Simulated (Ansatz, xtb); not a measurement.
**Two isomers of C3HClFNSe**

Structure a is `Fc1cc(Cl)[se]n1`, a singlet and structure b is `Fc1n[se]cc1Cl`, a singlet. Both are isolated molecules in the gas phase, relaxed with PBE-D3(BJ)/def2-SVP.

Estimate E(b) − E(a) at the level CCSD(T)/def2-SVP + ΔMP2/def2-TZVPP.

Too close to call at this level: CCSD(T)/def2-SVP + ΔMP2/def2-TZVPP gives E(b) − E(a) = +0.27 kcal/mol.

The same difference at several levels:

```json
{"level": "GFN2-xTB", "geometry": "GFN2-xTB", "E(b) − E(a) (kcal/mol)": "−0.17", "departure from the last row (kcal/mol)": "−0.45", "job, with rough time for the two": "optimisation, 0.25 s"}
{"level": "HF/STO-3G", "geometry": "GFN2-xTB", "E(b) − E(a) (kcal/mol)": "−0.92", "departure from the last row (kcal/mol)": "−1.19", "job, with rough time for the two": "single point, 1.3 s"}
{"level": "r2SCAN-D4/def2-SVP", "geometry": "GFN2-xTB", "E(b) − E(a) (kcal/mol)": "+0.86", "departure from the last row (kcal/mol)": "+0.58", "job, with rough time for the two": "single point, 6.6 s"}
{"level": "PBE-D3(BJ)/def2-SVP", "geometry": "PBE-D3(BJ)/def2-SVP", "E(b) − E(a) (kcal/mol)": "+0.87", "departure from the last row (kcal/mol)": "+0.59", "job, with rough time for the two": "optimisation, 32 s"}
{"level": "HF/def2-SVP", "geometry": "PBE-D3(BJ)/def2-SVP", "E(b) − E(a) (kcal/mol)": "+0.17", "departure from the last row (kcal/mol)": "−0.10", "job, with rough time for the two": "part of the CCSD(T) run"}
{"level": "MP2/def2-SVP", "geometry": "PBE-D3(BJ)/def2-SVP", "E(b) − E(a) (kcal/mol)": "+0.45", "departure from the last row (kcal/mol)": "+0.18", "job, with rough time for the two": "part of the CCSD(T) run"}
{"level": "CCSD(T)/def2-SVP", "geometry": "PBE-D3(BJ)/def2-SVP", "E(b) − E(a) (kcal/mol)": "+0.16", "departure from the last row (kcal/mol)": "−0.11", "job, with rough time for the two": "single point"}
{"level": "CCSD(T)/def2-SVP + ΔMP2/def2-TZVPP", "geometry": "PBE-D3(BJ)/def2-SVP", "E(b) − E(a) (kcal/mol)": "+0.27", "departure from the last row (kcal/mol)": "", "job, with rough time for the two": "single point, 1.7 min"}
```

As drawn, both hold the same kinds of bond in the same numbers.

The largest departure from CCSD(T)/def2-SVP + ΔMP2/def2-TZVPP is that of HF/STO-3G, 1.19 kcal/mol. The last row adds to CCSD(T) the change of the MP2 difference between the two basis sets, here +0.11 kcal/mol.

With thermal terms from frequencies at re-optimised GFN2-xTB minima (ideal gas, soft modes damped towards free rotors, one conformer each, 298.15 K, 1 atm): on the last row, ΔE + ΔZPE = +0.18, ΔH = +0.16, ΔG = +0.21 kcal/mol.

The correlated steps freeze 19 core orbitals; the filled d shell of Se is correlated, in a basis made for valence electrons. Codes used: Ansatz 0.2.0, xtb 6.7.1; the last row on 2 threads of Intel(R) Xeon(R) Processor @ 2.70GHz on a shared host.
